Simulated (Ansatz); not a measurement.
Start from `ClC1(Cl)BC1` and change one atom or group to get `ClC1BC1`.

Ansatz, PBE0-D4/def2-TZVP geometries, multiplicity 1. 

```json
{"property": "HOMO–LUMO gap (PBE/def2-TZVPP) / eV", "`ClC1(Cl)BC1`": "2.78"}
{"property": "LUMO energy (ωB97M-V/def2-TZVPP) / eV", "`ClC1(Cl)BC1`": "-0.28"}
{"property": "LUMO energy (PBE/def2-TZVPP) / eV", "`ClC1(Cl)BC1`": "-3.33"}
{"property": "HOMO energy (PBE/def2-TZVPP) / eV", "`ClC1(Cl)BC1`": "-6.11"}
{"property": "HOMO energy (B3LYP/def2-TZVPP) / eV", "`ClC1(Cl)BC1`": "-7.18"}
{"property": "size of the dipole moment (ωB97M-V/def2-TZVPP) / D", "`ClC1(Cl)BC1`": "1.95"}
```

Question: Give the same properties after the change, and the shifts. (Estimate.)

Answer: Computed: 
```
                                          property  `ClC1BC1`  shift
               HOMO–LUMO gap (PBE/def2-TZVPP) / eV       3.13   0.35
             LUMO energy (ωB97M-V/def2-TZVPP) / eV       0.10   0.38
                 LUMO energy (PBE/def2-TZVPP) / eV      -2.94   0.39
                 HOMO energy (PBE/def2-TZVPP) / eV      -6.07   0.04
               HOMO energy (B3LYP/def2-TZVPP) / eV      -7.14   0.04
size of the dipole moment (ωB97M-V/def2-TZVPP) / D       1.90  -0.05
```

Dipoles are sizes alone; their direction can turn.

B3LYP here is the variant with VWN-RPA as its local correlation; programs differ in this.
